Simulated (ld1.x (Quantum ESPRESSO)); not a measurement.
An all-electron radial function and its pseudo partner (boron)

Columns: radius, all-electron u(r) and pseudo u(r) of the 2s shell (level -9.44 eV) of boron in the configuration [He] 2s2 2p1; PBE, scalar-relativistic, TM scheme, ld1.x (Quantum ESPRESSO) 7.5.

```json
{"r (bohr)": "0.213", "all-electron": "0.2937", "pseudo": "-0.1030"}
{"r (bohr)": "0.425", "all-electron": "0.0515", "pseudo": "-0.2049"}
{"r (bohr)": "0.638", "all-electron": "-0.2447", "pseudo": "-0.3226"}
{"r (bohr)": "0.850", "all-electron": "-0.4752", "pseudo": "-0.4799"}
{"r (bohr)": "1.062", "all-electron": "-0.6275", "pseudo": "-0.6275"}
{"r (bohr)": "1.275", "all-electron": "-0.7094", "pseudo": "-0.7094"}
{"r (bohr)": "1.488", "all-electron": "-0.7363", "pseudo": "-0.7363"}
{"r (bohr)": "1.700", "all-electron": "-0.7247", "pseudo": "-0.7247"}
{"r (bohr)": "1.912", "all-electron": "-0.6884", "pseudo": "-0.6884"}
{"r (bohr)": "2.125", "all-electron": "-0.6375", "pseudo": "-0.6375"}
{"r (bohr)": "2.338", "all-electron": "-0.5795", "pseudo": "-0.5795"}
{"r (bohr)": "2.550", "all-electron": "-0.5197", "pseudo": "-0.5197"}
{"r (bohr)": "2.762", "all-electron": "-0.4612", "pseudo": "-0.4612"}
{"r (bohr)": "2.975", "all-electron": "-0.4056", "pseudo": "-0.4056"}
{"r (bohr)": "3.188", "all-electron": "-0.3544", "pseudo": "-0.3544"}
{"r (bohr)": "3.400", "all-electron": "-0.3083", "pseudo": "-0.3083"}
{"r (bohr)": "3.613", "all-electron": "-0.2669", "pseudo": "-0.2669"}
{"r (bohr)": "3.825", "all-electron": "-0.2304", "pseudo": "-0.2304"}
{"r (bohr)": "4.038", "all-electron": "-0.1982", "pseudo": "-0.1982"}
{"r (bohr)": "4.250", "all-electron": "-0.1702", "pseudo": "-0.1702"}
{"r (bohr)": "4.462", "all-electron": "-0.1459", "pseudo": "-0.1459"}
{"r (bohr)": "4.675", "all-electron": "-0.1247", "pseudo": "-0.1247"}
{"r (bohr)": "4.888", "all-electron": "-0.1064", "pseudo": "-0.1064"}
{"r (bohr)": "5.100", "all-electron": "-0.0907", "pseudo": "-0.0907"}
{"r (bohr)": "5.313", "all-electron": "-0.0772", "pseudo": "-0.0772"}
{"r (bohr)": "5.525", "all-electron": "-0.0656", "pseudo": "-0.0656"}
```

(1) How many radial nodes do the two functions have?

(2) At about which radius was the pseudo-wave matched?

(3) Is the pseudo-wave norm-conserving?

Results:

(1) The all-electron 2s function has n − l − 1 = 1; the pseudo-wave has 0, since the states of the same l below it are removed with the core.

(2) 1.05 bohr, where the columns begin to agree (steps of 0.21 bohr).

(3) Yes: the TM scheme keeps the norm inside the radius equal to the all-electron one, which fixes the energy derivative of the logarithmic derivative at the level.
